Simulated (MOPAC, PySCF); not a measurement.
C4H12O4Sn, SMILES `C[O][Sn]([O]C)([O]C)[O]C`, neutral singlet in the gas phase. 

Z-matrix (Å, degrees):
```
Sn
O 1 1.9661
C 2 1.4064 1 121.10
H 3 1.1024 2 108.01 1 -166.13
H 3 1.1048 4 107.86 2 -122.36
H 3 1.1059 4 107.62 5 -116.27
O 1 1.9661 2 105.93 3 40.54
C 7 1.4064 1 121.10 2 -165.20
H 8 1.1024 7 108.01 1 166.08
H 8 1.1048 9 107.86 7 122.36
H 8 1.1059 9 107.62 10 116.27
O 1 1.9661 2 105.90 3 165.25
C 12 1.4064 1 121.12 2 -40.53
H 13 1.1024 12 108.01 1 166.15
H 13 1.1048 14 107.85 12 122.36
H 13 1.1060 14 107.62 15 116.27
O 1 1.9661 2 116.82 3 -77.12
C 17 1.4064 1 121.12 2 -77.14
H 18 1.1024 17 108.01 1 -166.09
H 18 1.1048 19 107.85 17 -122.36
H 18 1.1059 19 107.62 20 -116.27
```
Charge 0, multiplicity 1.

All levels are single points at this geometry (PBE0-D3(BJ)/def2-SVP); Pople sets use spherical d functions. Orbital energies aren't observables, and empty levels follow the basis.

PBE-D3(BJ)/def2-TZVP in PySCF gives gap (eV) = 3.69.

Question: Estimate the gap (eV) from each of these levels: TPSSh-D3(BJ)/def2-TZVP in PySCF; B3LYP/6-311+G** (LANL2DZ on Sn) in PySCF; B3LYP/6-31G* (LANL2DZ on Sn) in PySCF; B3LYP/LANL2DZ in PySCF; BP86/6-31G* (LANL2DZ on Sn) in PySCF; M06-2X/6-31G* (LANL2DZ on Sn) in PySCF; PBE/6-31G* (LANL2DZ on Sn) in PySCF; SVWN5/6-31G* (LANL2DZ on Sn) in PySCF; AM1 in MOPAC; PM3 in MOPAC; PM6 in MOPAC; PM7 in MOPAC.

Answer: 
| level | gap (eV) |
|---|---|
| TPSSh-D3(BJ)/def2-TZVP in PySCF | 5.01 |
| B3LYP/6-311+G** (LANL2DZ on Sn) in PySCF | 5.86 |
| B3LYP/6-31G* (LANL2DZ on Sn) in PySCF | 6.01 |
| B3LYP/LANL2DZ in PySCF | 5.71 |
| BP86/6-31G* (LANL2DZ on Sn) in PySCF | 3.85 |
| M06-2X/6-31G* (LANL2DZ on Sn) in PySCF | 9.07 |
| PBE/6-31G* (LANL2DZ on Sn) in PySCF | 3.81 |
| SVWN5/6-31G* (LANL2DZ on Sn) in PySCF | 3.72 |
| AM1 in MOPAC | 9.22 |
| PM3 in MOPAC | 9.41 |
| PM6 in MOPAC | 9.49 |
| PM7 in MOPAC | 10.89 |
